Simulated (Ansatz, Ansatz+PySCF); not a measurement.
```xyz
2

B     0.0000    0.0000    0.0000
N     0.0000    0.0000    1.6100
```

Basis set: def2-SVP (spherical functions). Left uncorrelated: 2 orbitals. Charge 0, multiplicity 1.

Computed with Ansatz (development build ahead of 0.2.0); each method stands on the lowest determinant of its kind that the runs found. Restricted open shells among the atoms or ions are ROHF, correlated in semicanonical orbitals with singles.

The atomization energy at this shape (free ground-state atoms in the same class of orbitals less the molecule, no zero-point energy) of singlet BN:

| method | atomization energy |
| --- | --- |
| UHF-MP2 | 47.49 kcal/mol |
| RHF-MP2 | 14.98 kcal/mol |
| RHF | -20.14 kcal/mol |

Q: What does UHF give?

A: 27.43 kcal/mol. Caution for UHF-MP2, RHF-MP2: bonds are stretched, where a single reference can fail. Caution for UHF-MP2, UHF: the unrestricted determinant is a mixture of spin states. Caution for RHF-MP2, RHF: an unrestricted determinant lies well below. Caution for RHF-MP2: other determinants can give a lower correlated total.
